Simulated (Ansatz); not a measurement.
`F[SiH](F)Cl`, relaxed with RKS PBE-D4/def2-SVP in the Gaussian-basis code of Ansatz from a rough embedded geometry. The force threshold is 0.03 eV/Å; the program also tests the step.

The species carries charge 0 and has multiplicity 1.

Start:

```xyz
5

F     0.415   -0.869    1.342
Si    0.002   -0.092   -0.014
F     1.042   -0.407   -1.200
Cl   -0.077    1.884    0.261
H    -1.382   -0.515   -0.389
```

| step | energy (eV) | largest force (eV/Å) | largest move (Å) |
| --- | --- | --- | --- |
| 1 | -25829.7159 | 1.287 | 0.000 |
| 2 | -25829.7801 | 0.344 | 0.100 |
| 3 | -25829.7853 | 0.215 | 0.023 |
| 4 | -25829.7872 | 0.069 | 0.017 |
| 5 | -25829.7875 | 0.011 | 0.004 |

End:

```xyz
5

F     0.436   -0.838    1.326
Si   -0.045   -0.086   -0.025
F     1.032   -0.432   -1.184
Cl   -0.037    1.934    0.304
H    -1.387   -0.577   -0.422
```

It took 9 s on 2 threads of a server CPU on a shared host, with 0.15 GiB of host memory at the peak.
